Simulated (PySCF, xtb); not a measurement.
Cl3Y, SMILES [Cl][Y-]([Cl])[Cl] (connectivity only; charge and spin as stated), charge -1, multiplicity 2.

Harmonic wavenumbers (cm⁻¹) from GFN2-xTB (xtb 6.7.1) at its own minimum, in rising order: 74, 76, 76, 220, 255, 256.

Question: What does B3LYP-D3(BJ)/def2-SVPD in PySCF give at its own minimum? (An estimate is asked for; the answer gives what the named calculation found.)

Answer: 35, 68, 68, 263, 306, 306. Paired by order, the mean absolute difference is 33 cm⁻¹ and the zero-point energies are 1.4 and 1.5 kcal/mol.
